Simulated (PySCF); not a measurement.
## Computed properties of Ta(NH)(Cl)2(Me) (CH4Cl2NTa), SMILES [CH3][Ta](=[NH])([Cl])[Cl], multiplicity 1

CH4Cl2NTa, SMILES [CH3][Ta](=[NH])([Cl])[Cl], multiplicity 1. The structure is a stationary point at PBE0-D3(BJ)/def2-SVP. The multiplicity is an assumed one; other spin states were not compared. The def2 effective core potentials stand for the cores of Ta; spin–orbit coupling is left out. Other conformers were not sampled. All values are computed for the isolated molecule unless a solvent is named; none is compared with measurement here.

**Structure.** The optimised structure has Cs symmetry. All 21 harmonic modes at PBE0-D3(BJ)/def2-SVP (PySCF) are real, so it is a minimum. With heavy atoms numbered as in [Ta:1](=[NH:2])([Cl:4])([Cl:5])[CH3:6], the shortest bond between them is Ta1–N2 at 1.751 Å and the longest Ta1–Cl5 at 2.316 Å.

**Vibrations.** The strongest infrared lines (harmonic, unscaled, degenerate partners summed) lie at 3688 cm⁻¹ (208 km/mol, H 92 %), 568 cm⁻¹ (169 km/mol, H 83 %, N 17 %), 1024 cm⁻¹ (109 km/mol, N 84 %, Ta 8 %). The softest mode is at 93 cm⁻¹ and the zero-point energy is 32.4 kcal/mol.

**Electronic structure.** CAM-B3LYP/def2-TZVP (PySCF) places the frontier levels at -9.57 and -0.94 eV, a gap of 8.63 eV, and gives a dipole moment of 1.36 D and a mean polarisability of 82.3 bohr³. PBE/def2-TZVP (PySCF) at the same geometry gives -6.90 and -2.90 eV, so its gap is 4.63 eV narrower. An orbital gap is neither the optical nor the fundamental gap.

**Excitations.** TDDFT-B3LYP/def2-SVPD (PySCF) has S1 at 4.43 eV (280 nm, f = 0.005, weak); the most intense of the 10 singlets computed lies at 5.65 eV (f = 0.02). T1 (TDA) is at 4.13 eV. TDDFT-PBE/def2-SVPD (PySCF) puts S1 at 4.10 eV. No vertical singlet excitation falls in the visible range (under 3.1 eV).
